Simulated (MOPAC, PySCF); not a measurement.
H$_{2}$BF$_{3}$Si, SMILES `B[Si](F)(F)F`, neutral singlet in the gas phase. 

Cartesian coordinates (Å):
```xyz
7

B      1.2285    -0.0022    -0.0239
Si    -0.7795    -0.0221     0.0059
F     -1.4505    -1.1803    -0.8713
F     -1.3310    -0.2056     1.4988
F     -1.3406     1.3688    -0.5595
H      1.8625    -0.7319    -0.7309
H      1.8106     0.7733     0.6809
```
Charge 0, multiplicity 1.

All levels are single points at this geometry (PBE-D3(BJ)/def2-TZVP); Pople sets use spherical d functions. Orbital energies aren't observables, and empty levels follow the basis.

B3LYP/3-21G in PySCF gives HOMO (eV) = -9.33.

### Question
Estimate the HOMO (eV) from each of these levels: PBE-D3(BJ)/def2-TZVP in PySCF; B3LYP/6-31G* in PySCF; BP86/6-31G* in PySCF; M06-2X/6-31G* in PySCF; PBE/6-31G* in PySCF; SVWN5/6-31G* in PySCF; HF/3-21G in PySCF; HF/6-31G* in PySCF; HF/STO-3G in PySCF; AM1 in MOPAC; PM3 in MOPAC; PM7 in MOPAC.

### Answer

```csv
level,HOMO (eV)
PBE-D3(BJ)/def2-TZVP in PySCF,-8.22
B3LYP/6-31G* in PySCF,-9.19
BP86/6-31G* in PySCF,-8.03
M06-2X/6-31G* in PySCF,-10.73
PBE/6-31G* in PySCF,-7.93
SVWN5/6-31G* in PySCF,-8.03
HF/3-21G in PySCF,-13.20
HF/6-31G* in PySCF,-12.99
HF/STO-3G in PySCF,-9.42
AM1 in MOPAC,-10.51
PM3 in MOPAC,-10.94
PM7 in MOPAC,-11.93
```
